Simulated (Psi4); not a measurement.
A dimer, CH3Cl ··· C3H6 (SMILES CCl and C1CC1); the first 5 atoms form monomer A.

```
14

C     -0.1538    -0.0030    -0.0016
Cl     1.6402     0.0320     0.0172
H     -0.4754    -0.5723    -0.8684
H     -0.4960    -0.4759     0.9139
H     -0.5149     1.0192    -0.0611
C      0.5258    -1.4781    -4.0684
C      1.2632    -2.6424    -4.6691
C      0.6364    -2.7707    -3.3086
H      1.1053    -0.6332    -3.7218
H     -0.4362    -1.2148    -4.4868
H      2.3416    -2.5852    -4.7288
H      0.8002    -3.1669    -5.4939
H     -0.2508    -3.3819    -3.2130
H      1.2907    -2.8003    -2.4479
```

Q: What interaction energy does SAPT0/jun-cc-pVDZ, frozen core (Psi4) give, and which attractive term is the largest?

A: Total -4.30 kJ/mol: electrostatics -2.23, exchange 1.16, induction -0.28, dispersion -2.94. The most attractive term is dispersion.
